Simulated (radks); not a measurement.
Results of a calculation; reference values are marked as such.
Question: The mean radii <r> (bohr) of the occupied orbitals of an atom or ion are listed with their occupations. Level of theory: scalar-relativistic Kohn-Sham, exchange-only B88, spin-polarised, spherical densities, finite nucleus; Fermi nuclear charge, rms radius of each element as measured or else 0.836 A^(1/3) + 0.57 fm (a radial shooting solver on a logarithmic mesh with Libxc functionals).

orbital  occ.      <r>
1s up       1  0.01774
1s down     1  0.01774
2s up       1  0.07491
2s down     1  0.07490
2p up       3  0.06727
2p down     3  0.06727
3s up       1   0.1939
3s down     1   0.1939
3p up       3   0.1945
3p down     3   0.1945
3d up       5   0.1762
3d down     5   0.1762
4s up       1   0.4319
4s down     1   0.4319
4p up       3   0.4595
4p down     3   0.4594
4d up       5   0.4892
4d down     5   0.4889
5s up       1    1.008
5s down     1   0.9981
5p up       3    1.169
4f up       7   0.5584
4f down     7   0.5539
5p down     3    1.153
5d up       5    1.660
6s up       1    2.544

Name the element and its charge. Open shells, if any, are filled with parallel spins first.

Answer: Z = 76, osmium, charge +2: Os2+ in [Xe] 4f14 5d5 6s1. The 1s radius gives Z: for a bare nucleus <r> = (2 gamma + 1)/(2Z) with gamma = sqrt(1 - (Z/c)^2), 0.01753 bohr for Z = 76, and screening makes it slightly larger (0.01774 here). The occupations add up to 74, and the charge is Z minus that.
